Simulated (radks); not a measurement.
The numbers below are computed, except where a source is named.
The dysprosium ion Dy+, 65 electrons, occupied as [Xe] 4f10 6s1.

Level of theory: scalar-relativistic Kohn-Sham, BLYP, spin-polarised, spherical densities, finite nucleus; open shells are filled with parallel spins first (spin-orbit coupling, left out, can overturn this in heavy ions); Fermi nuclear charge, rms radius 5.2218 fm (a radial shooting solver on a logarithmic mesh with Libxc functionals).

Energy parts (hartree):
total: -12156.9032
kinetic: 13113.7015
electron-nucleus: -29732.9404
Hartree: 4726.1359
exchange-correlation: -263.8002

Orbitals (lengths in bohr, moments of r in powers of bohr; r(max) is where P^2 peaks):
orbital  occ.  eigenvalue (hartree)   r(max)   <1/r>
1s up       1             -1972.075  0.01338   74.55
1s down     1             -1972.075  0.01338   74.55
2s up       1             -328.5952  0.07604   17.33
2s down     1             -328.5936  0.07604   17.33
2p up       3             -291.6309  0.06168   16.09
2p down     3             -291.6297  0.06168   16.09
3s up       1             -73.32879   0.2155   6.373
3s down     1             -73.27182   0.2154   6.377
3p up       3             -61.97876   0.2117   5.974
3p down     3             -61.92202   0.2116   5.978
3d up       5             -47.36479   0.1729   5.667
3d down     5             -47.32122   0.1729   5.670
4s up       1             -14.72815   0.4940   2.689
4s down     1             -14.59985   0.4939   2.688
4p up       3             -10.99074   0.5159   2.466
4p down     3             -10.86414   0.5159   2.465
4d up       5              -5.89982   0.5344   2.174
4d down     5              -5.77558   0.5344   2.171
4f up       7              -0.38746   0.5380   1.567
4f down     3              -0.28042   0.5399   1.530
5s up       1              -2.05506    1.154   1.023
5s down     1              -1.99183    1.161   1.012
5p up       3              -1.18161    1.318  0.8494
5p down     3              -1.13426    1.330  0.8381
6s up       1              -0.33740    3.212  0.3422
6s down     0              -0.31248    3.230  0.3387

The highest occupied level is 4f down at -7.630 eV. The configuration is held as typed, so some empty levels lie below it. The spin density at the nucleus is 37.66 e/bohr^3 (1s 0.13, 2s -0.65, 3s -10.29, 4s 2.04, 5s 9.45, 6s 36.98).
